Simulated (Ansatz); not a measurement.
Cost and result for the atomization energy of C2H3BFN, SMILES `FB1CC=N1` (8 atoms, 8 bonds).

```xyz
8

F    -1.1854    1.5486   -1.3115
B    -0.4840    0.5934   -0.7544
C     0.1966    0.3503    0.6638
C     0.2703   -0.9739   -0.0672
N    -0.1802   -0.7563   -1.2578
H     1.1700    0.8082    0.8494
H    -0.3985    0.3776    1.5785
H     0.6112   -1.9479    0.2993
```

Total charge 0; spin multiplicity 1. The geometry is a stationary point of PBE0-D4/def2-TZVP. Program: Ansatz. All runs use 2 threads of an Arm Neoverse V2 on a shared host. Times are those of one run each, without the atoms' runs, and a repeat can differ threefold. Electronic energies, without spin–orbit coupling; frozen cores. CCSD(T)/CBS adds CCSD(T) − MP2 in def2-TZVPP to the MP2 limit, and its time is that of the two runs behind it. T1 = 0.013.

CCSD(T)/CBS is a level of theory with its own doubt, some kJ/mol a heavy atom from the limit and from the frozen cores, so smaller differences don't rank the functionals.

| level | functions | wall time |
| --- | --- | --- |
| LDA (SPW92)/def2-TZVPP | 197 | 1.1 s |
| revPBE-D4/def2-TZVPP | 197 | 1.8 s |
| PBE-D4/def2-TZVPP (with forces) | 197 | 2.1 s |
| PBE0-D4/def2-TZVPP | 197 | 2.3 s |
| CAM-B3LYP-D4/def2-TZVPP | 197 | 2.7 s |
| CCSD(T)/def2-SVP | 85 | 2.9 s |
| r2SCAN-D4/def2-TZVPP (with forces) | 197 | 4.1 s |
| B2PLYP/def2-TZVPP | 197 | 4.1 s |
| PBE-QIDH/def2-TZVPP | 197 | 4.5 s |
| B97M-V/def2-TZVPP | 197 | 7.5 s |
| MP2/def2-QZVPP | 375 | 14 s |
| CCSD(T)/def2-TZVPP | 197 | 64 s |
| CCSD(T)/CBS(def2) | – | 78 s |

Problem. What atomization energy does each give, and how far from CCSD(T)/CBS? (An estimate is asked.)

Solution. Computed: 
```json
{"level": "LDA (SPW92)/def2-TZVPP", "atomization (kJ/mol)": "4104.4", "difference from CCSD(T)/CBS": "604.0", "per bond": "75.5"}
{"level": "revPBE-D4/def2-TZVPP", "atomization (kJ/mol)": "3547.0", "difference from CCSD(T)/CBS": "46.6", "per bond": "5.8"}
{"level": "PBE-D4/def2-TZVPP (with forces)", "atomization (kJ/mol)": "3658.5", "difference from CCSD(T)/CBS": "158.1", "per bond": "19.8"}
{"level": "PBE0-D4/def2-TZVPP", "atomization (kJ/mol)": "3563.2", "difference from CCSD(T)/CBS": "62.8", "per bond": "7.8"}
{"level": "CAM-B3LYP-D4/def2-TZVPP", "atomization (kJ/mol)": "3543.5", "difference from CCSD(T)/CBS": "43.1", "per bond": "5.4"}
{"level": "CCSD(T)/def2-SVP", "atomization (kJ/mol)": "3352.9", "difference from CCSD(T)/CBS": "-147.5", "per bond": "-18.4"}
{"level": "r2SCAN-D4/def2-TZVPP (with forces)", "atomization (kJ/mol)": "3534.1", "difference from CCSD(T)/CBS": "33.7", "per bond": "4.2"}
{"level": "B2PLYP/def2-TZVPP", "atomization (kJ/mol)": "3495.7", "difference from CCSD(T)/CBS": "-4.7", "per bond": "-0.6"}
{"level": "PBE-QIDH/def2-TZVPP", "atomization (kJ/mol)": "3518.8", "difference from CCSD(T)/CBS": "18.4", "per bond": "2.3"}
{"level": "B97M-V/def2-TZVPP", "atomization (kJ/mol)": "3537.2", "difference from CCSD(T)/CBS": "36.8", "per bond": "4.6"}
{"level": "MP2/def2-QZVPP", "atomization (kJ/mol)": "3578.2", "difference from CCSD(T)/CBS": "77.8", "per bond": "9.7"}
{"level": "CCSD(T)/def2-TZVPP", "atomization (kJ/mol)": "3407.1", "difference from CCSD(T)/CBS": "-93.3", "per bond": "-11.7"}
{"level": "CCSD(T)/CBS(def2)", "atomization (kJ/mol)": "3500.4", "difference from CCSD(T)/CBS": "0.0", "per bond": "0.0"}
```

From r2SCAN to r2SCAN0 (25 % exact exchange), in def2-TZVPP and without D4, the atomization energy moves by −72.6 kJ/mol: exact exchange takes away binding that semilocal exchange gives to molecules. Leaving LDA and LC-ωPBE aside and taking each functional with its dispersion term where it has one, the values, not all of them listed here, spread over 269.7 kJ/mol, from BHLYP-D4 to PBE-D4. LDA lies +458.7 kJ/mol from PBE without D4, its usual overbinding. In def2-TZVPP, CCSD(T) changes the Hartree–Fock value by +880.9 kJ/mol (the triples alone add +67.6 kJ/mol) and MP2 by +996.5 kJ/mol; breaking electron pairs costs correlation energy, which Hartree–Fock lacks.
